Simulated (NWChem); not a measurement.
C$_{3}$H$_{5}$ClSi; SMILES C=C=C[SiH2]Cl

```xyz
10

C     -0.5337     3.1473     0.3909
C     -0.1803     2.0468    -0.2189
C      0.1821     0.9288    -0.8012
Si     0.7665    -0.5231     0.2052
Cl    -0.5422    -2.1393     0.0069
H      0.1878     3.9306     0.6116
H     -1.5643     3.3195     0.6932
H      0.1490     0.8573    -1.8902
H      0.8188    -0.1489     1.6363
H      2.0876    -1.0049    -0.2668
```
Atoms are numbered in this order, from 1.

Results from NWChem. The geometry was optimised at B3LYP/6-31G* (spherical d). Total energies compare along this basis series because the functional is fixed.

| level | basis functions | energy (Ha) | highest occupied level (eV) | orbital gap (eV) | dipole (D) |
|---|---|---|---|---|---|
| PBE0/pcseg-1 | 103 | -866.5336 | [?] | 7.01 | [?] |
| PBE0/aug-pcseg-1 | 168 | -866.5424 | -7.83 | 6.94 | 2.16 |
| PBE0/pcseg-2 | 228 | -866.6695 | -7.82 | 6.97 | 2.19 |
| PBE0/STO-3G | 38 | -856.8294 | -5.88 | 8.39 | 2.83 |
| PBE0/def2-SVP | 103 | -866.2685 | -7.73 | 7.08 | 2.09 |

**Question.** Fill in the missing entries.

**Answer.** 
- PBE0/pcseg-1, highest occupied level (eV): -7.89
- PBE0/pcseg-1, dipole (D): 2.47
